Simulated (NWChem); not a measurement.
# Convergence test for MgS (space group Fm-3m)

```yaml
crystal:
  lattice:
    - [0.00000, 2.60440, 2.60440]
    - [2.60440, 0.00000, 2.60440]
    - [2.60440, 2.60440, 0.00000]
  atoms:
    - { symbol: Mg, position: [0.00000, 0.00000, 0.00000] }
    - { symbol: S, position: [0.50000, 0.50000, 0.50000] }
```

The numbers come from NWChem runs, not from measurements. Origin of the cell: Materials Project cell, not relaxed here.

Norm-conserving pseudopotentials with valence charges Mg 2, S 6, fixed occupations, no spin-orbit coupling, density cut at twice the wavefunction cutoff.

Level: LDA (Vosko), Troullier-Martins; cutoff 25 Ha. Even meshes are shifted off Γ, odd ones hold it, so the gap on the mesh jumps between them.

```json
[
 {"k mesh": "1×1×1", "E − E(last row) (meV/atom)": "5759.8", "gap on the mesh (eV)": "2.70", "rough relative cost": "1"},
 {"k mesh": "2×2×2", "E − E(last row) (meV/atom)": "29.6", "gap on the mesh (eV)": "4.46", "rough relative cost": "under 3"},
 {"k mesh": "3×3×3", "E − E(last row) (meV/atom)": "123.5", "gap on the mesh (eV)": "3.31", "rough relative cost": "6"},
 {"k mesh": "4×4×4", "E − E(last row) (meV/atom)": "0.1", "gap on the mesh (eV)": "3.23", "rough relative cost": "20"},
 {"k mesh": "5×5×5", "E − E(last row) (meV/atom)": "(withheld)", "gap on the mesh (eV)": "(withheld)", "rough relative cost": "30"},
 {"k mesh": "6×6×6", "E − E(last row) (meV/atom)": "0.0", "gap on the mesh (eV)": "not printed", "rough relative cost": "60"}
]
```

### Question
Complete the blanks.

### Answer

- 5×5×5, E − E(last row) (meV/atom): 6.3
- 5×5×5, gap on the mesh (eV): 2.94
